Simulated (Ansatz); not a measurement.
C5H14InN (`C[CH2][In]([NH2])[CH](C)C`), one more setting.

```yaml
crystal:
  periodic: [false, false, false]
  atoms:
    - {symbol: C, position_ang: [2.780618, -1.161578, 0.116780]}
    - {symbol: C, position_ang: [1.872476, -1.875235, -0.262149]}
    - {symbol: In, position_ang: [-0.056701, -0.597768, -0.727744]}
    - {symbol: N, position_ang: [-1.423129, -1.305681, -1.454464]}
    - {symbol: C, position_ang: [-0.976248, 1.240030, 0.938812]}
    - {symbol: C, position_ang: [-1.982392, 1.329096, 0.054552]}
    - {symbol: C, position_ang: [0.399274, 2.070542, 0.397637]}
    - {symbol: H, position_ang: [3.085905, -0.155819, -0.123326]}
    - {symbol: H, position_ang: [2.483878, -0.861459, 1.596029]}
    - {symbol: H, position_ang: [3.395456, -1.943255, 0.614170]}
    - {symbol: H, position_ang: [1.475805, -2.815234, 0.013203]}
    - {symbol: H, position_ang: [1.965961, -1.854956, -1.558901]}
    - {symbol: H, position_ang: [-2.509184, -1.160312, -1.520724]}
    - {symbol: H, position_ang: [-1.363174, -2.432281, -2.351047]}
    - {symbol: H, position_ang: [-1.085922, 0.747033, 1.587418]}
    - {symbol: H, position_ang: [-2.356349, 1.827155, -0.962137]}
    - {symbol: H, position_ang: [-2.601732, 2.141162, 0.644180]}
    - {symbol: H, position_ang: [-2.993483, 0.492074, 0.359882]}
    - {symbol: H, position_ang: [1.266073, 1.641162, 0.855258]}
    - {symbol: H, position_ang: [-0.146152, 3.174829, 0.870713]}
    - {symbol: H, position_ang: [0.227496, 2.242678, -0.685319]}
basis:
  gaussian: {orbitals: def2-TZVP, fitting: {mean_field: def2-universal-jkfit}}
magnetization: {spin_polarized: true, initial_magnetization: 2}
hamiltonian: {xc: {name: HF}}
correlation: {method: rpa}
accuracy: high
```

```sh
$ ansatz run in.yaml --threads 2 --pin off --events-out ev --progress --plain --max-ram 32768MiB --backend cuda --devices 0, --max-vram 18GiB
```

It prints (some lines left out):

```
Functional definition: HF
922 factors; integrals over basis functions are off by at most 7.8e-1 eV
mean field evaluation 1: about -11976.6760 eV, gradient 4.3e1 eV
mean field evaluation 2: about -11982.9345 eV, gradient 2.9e1 eV
mean field evaluation 4: about -11987.1176 eV, gradient 3.0e0 eV
mean field evaluation 8: about -11987.3109 eV, gradient 4.0e-1 eV
mean field evaluation 16: about -11986.4921 eV, gradient 5.8e0 eV
mean field evaluation 32: about -11987.3435 eV, gradient 3.9e-1 eV
mean field -11987.34700717 eV, -440.5268771980 hartree, gradient 2.6e-8 eV, S^2 2.310147; 5 other end points of the search recorded, 0 dependent functions left out
10 core orbitals not correlated: weight in the atoms' cores, before any rotation towards them, 1.000 or more for the frozen orbitals, at most 0.000 for the correlated occupied ones
reference -11987.34700717 eV, -440.5268771980 hartree; 27, 25 occupied and 283, 285 virtual orbitals, 922 factors
Total energy: -12030.96077999 eV, -442.1296537864 hartree
```

Run time 6 s (2 threads of an AMD EPYC 7R13 on a shared host and a share of an NVIDIA H100 80 GB); peak host memory 1.3 GiB.
